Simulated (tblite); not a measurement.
Species: C5H7AlBrN.
Numbering: `[AlH3-:1][n+:2]1[cH:3][cH:4][cH:5][c:6]([Br:7])[cH:8]1` (hydrogens: H9, H10, H11 on Al1; H12 on C3; H13 on C4; H14 on C5; H15 on C8)
Bond orders are those of one Lewis drawing.

Computed with GFN2-xTB (tblite), gas phase: L-BFGS steps from a force-field or distance-geometry start until the largest atomic force falls under 0.01 eV/Å.

Geometry at step 12:
```
atom  x, y, z in Å
Al1     2.6088   -0.0634    0.1739
N2      0.5863   -0.0675    0.0120
C3     -0.0977   -1.1985   -0.0914
C4     -1.4864   -1.2226   -0.1572
C5     -2.1749   -0.0193   -0.1300
C6     -1.4378    1.1554   -0.0190
Br7    -2.3173    2.8154    0.0287
C8     -0.0553    1.0876    0.0440
H9      2.9151    1.1443   -0.8072
H10     2.9117   -1.5287   -0.3801
H11     2.7386    0.1950    1.7215
H12     0.5062   -2.0979   -0.1153
H13    -2.0176   -2.1657   -0.2402
H14    -3.2555    0.0113   -0.1861
H15     0.5713    1.9625    0.1245
```

Task: What forces act on the atoms?

Result: 
```json
{"atom": "Al1", "Fx (eV/Å)": "0.090", "Fy (eV/Å)": "-0.110", "Fz (eV/Å)": "-0.200"}
{"atom": "N2", "Fx (eV/Å)": "-0.091", "Fy (eV/Å)": "-0.114", "Fz (eV/Å)": "-0.057"}
{"atom": "C3", "Fx (eV/Å)": "-0.083", "Fy (eV/Å)": "-0.032", "Fz (eV/Å)": "0.063"}
{"atom": "C4", "Fx (eV/Å)": "0.076", "Fy (eV/Å)": "-0.094", "Fz (eV/Å)": "-0.057"}
{"atom": "C5", "Fx (eV/Å)": "-0.003", "Fy (eV/Å)": "-0.134", "Fz (eV/Å)": "0.037"}
{"atom": "C6", "Fx (eV/Å)": "0.036", "Fy (eV/Å)": "-0.173", "Fz (eV/Å)": "-0.048"}
{"atom": "Br7", "Fx (eV/Å)": "-0.041", "Fy (eV/Å)": "0.172", "Fz (eV/Å)": "0.009"}
{"atom": "C8", "Fx (eV/Å)": "0.033", "Fy (eV/Å)": "-0.041", "Fz (eV/Å)": "0.052"}
{"atom": "H9", "Fx (eV/Å)": "-0.085", "Fy (eV/Å)": "-0.043", "Fz (eV/Å)": "0.107"}
{"atom": "H10", "Fx (eV/Å)": "-0.096", "Fy (eV/Å)": "0.165", "Fz (eV/Å)": "0.101"}
{"atom": "H11", "Fx (eV/Å)": "-0.087", "Fy (eV/Å)": "0.013", "Fz (eV/Å)": "-0.042"}
{"atom": "H12", "Fx (eV/Å)": "-0.032", "Fy (eV/Å)": "0.070", "Fz (eV/Å)": "0.002"}
{"atom": "H13", "Fx (eV/Å)": "0.116", "Fy (eV/Å)": "0.216", "Fz (eV/Å)": "0.020"}
{"atom": "H14", "Fx (eV/Å)": "0.101", "Fy (eV/Å)": "0.009", "Fz (eV/Å)": "0.005"}
{"atom": "H15", "Fx (eV/Å)": "0.064", "Fy (eV/Å)": "0.096", "Fz (eV/Å)": "0.008"}
```

The largest, 0.25 eV/Å, acts on H13 (Al1 within 3 % of it); the rms over all components is 0.091 eV/Å. The forces sum to zero within rounding, as they must for an isolated molecule in no field.

Task: Give the force on H13 in Eh/bohr and in nN.

Result: 0.246 eV/Å ÷ 51.422 = 0.00478 Eh/bohr, and 0.246 eV/Å × 1.602 = 0.39 nN.

Task: How far is this geometry from the end of the optimisation?

Result: 0.027 eV above it, and 0.220 Å rms away after alignment. The bonds farthest from their final lengths, with half the difference of the two atoms' forces along the bond (positive lengthens):

```json
{"bond": "Al1–N2", "now (Å)": "2.029", "final (Å)": "2.003", "force along bond (eV/Å)": "+0.08"}
{"bond": "Al1–H10", "now (Å)": "1.596", "final (Å)": "1.570", "force along bond (eV/Å)": "-0.20"}
{"bond": "C6–Br7", "now (Å)": "1.879", "final (Å)": "1.889", "force along bond (eV/Å)": "+0.17"}
{"bond": "Al1–H9", "now (Å)": "1.586", "final (Å)": "1.577", "force along bond (eV/Å)": "-0.09"}
{"bond": "C4–H13", "now (Å)": "1.086", "final (Å)": "1.078", "force along bond (eV/Å)": "-0.15"}
{"bond": "C8–H15", "now (Å)": "1.079", "final (Å)": "1.083", "force along bond (eV/Å)": "+0.06"}
```

The angle farthest from its final value is Al1–N2–C8, 118.7° against 110.7°.

Of the 3 listed bonds off by 0.010 Å or more, this force points towards the final length in 2.

What follows is the cost of the whole relaxation. The run took 0.67 s wall on one thread, Arm Neoverse V2 (aarch64), shared host with 96 logical CPUs at a one-minute load of 34.
